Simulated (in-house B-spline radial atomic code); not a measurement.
**Ionising Ne3+ with different functionals**

Computed with a B-spline radial code for spherical atoms: non-relativistic Hamiltonian, point nucleus, spin-polarised at highest spin, spherical fractional occupations for the functionals, and exact exchange of hybrids averaged over the configuration. The ionisation energy is the difference of two self-consistent energies, [He] 2s2 2p3 → [He] 2s2 2p2, without Breit or QED terms; ε is the level of the shell that loses the electron (its least bound occupied spin orbital).

```csv
method,rung,ΔSCF (eV),-ε(2p) (eV)
PBE0,global hybrid,97.69,87.62
B3LYP,global hybrid,97.80,86.89
TPSSh,global hybrid,98.01,85.67
M06-2X,global hybrid,96.73,91.00
BHandHLYP,global hybrid,97.63,91.34
r2SCAN0,global hybrid,?,?
B97-1,global hybrid,97.63,86.92
HSE06,range-separated hybrid,97.67,87.17
wB97X,range-separated hybrid,?,?
CAM-B3LYP,range-separated hybrid,97.75,88.91
LC-wPBE,range-separated hybrid,97.77,89.56
```

Question: What does wB97X give?

Answer: ΔSCF 97.45 eV, and -ε(2p) = 89.66 eV.

Question: What does r2SCAN0 give?

Answer: ΔSCF 98.65 eV, and -ε(2p) = 88.74 eV.

Question: Among the functionals, which spreads more, the ΔSCF values or the orbital energies?

Answer: The orbital energies: ΔSCF values span about 1.91 eV and the orbital energies 5.67 eV.

Question: How do they compare with the NIST value?

Answer: NIST lists 97.190 eV ± 0.0025 (semi-empirical, ground level to ground level). Errors run from -0.46 to +1.46 eV; wB97X is closest (+0.26 eV), but part of that can be cancellation, since the calculations leave out relativity, Breit-QED terms, multiplet and fine-structure energies.
